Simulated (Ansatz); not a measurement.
Stepwise reaction of `FCBCF` with hydrogen chloride, as a gas-phase model of exchange steps in deposition or etching. ΔE in kJ/mol; ΔG adds harmonic PBE0-D4 terms to CCSD(T)/CBS, at 1 bar.

Gas-phase electronic energies from Ansatz, PBE0-D4/def2-TZVP geometries. CBS: MP2 limit from def2 TZ/QZ plus the TZ coupled-cluster correction, frozen cores. This one scheme is used for every species. Functionals use def2-TZVPP. B3LYP here is the variant with VWN-RPA as its local correlation; programs differ in this. One conformer a species, not always the lowest.

```
step                        reaction  PBE-D4  B3LYP-D4  ωB97M-V  CCSD(T)/CBS  ΔG(400 K)
   1  `FCBCF` + HCl → `FCBCl` + `CF`   -88.2     -89.2    -87.3        -90.8      -85.2
```

(1) Give the row of step 2, `FCBCl` + HCl → `ClBCl` + `CF`. (Estimate.)

(2) By hand: ΔE of the 2 steps together at CCSD(T)/CBS.

## Answers

(1) Ansatz gave: 
| step | reaction | PBE-D4 | B3LYP-D4 | ωB97M-V | CCSD(T)/CBS | ΔG(400 K) |
| --- | --- | --- | --- | --- | --- | --- |
| 2 | `FCBCl` + HCl → `ClBCl` + `CF` | -87.9 | -88.4 | -86.7 | -89.1 | -82.5 |

(2) (-90.8) + (-89.1) = -179.9 kJ/mol, or -89.9 kJ/mol a step.

In ΔE the steps differ by no more than 1.7 kJ/mol. All are downhill at CCSD(T)/CBS. ΔG lies between -85.2 and -82.5 kJ/mol a step. PBE-D4 differs from CCSD(T)/CBS by 1.2 to 2.6 kJ/mol a step. Isolated molecules leave out the surface, adducts and barriers. Largest T1 diagnostic: 0.012.
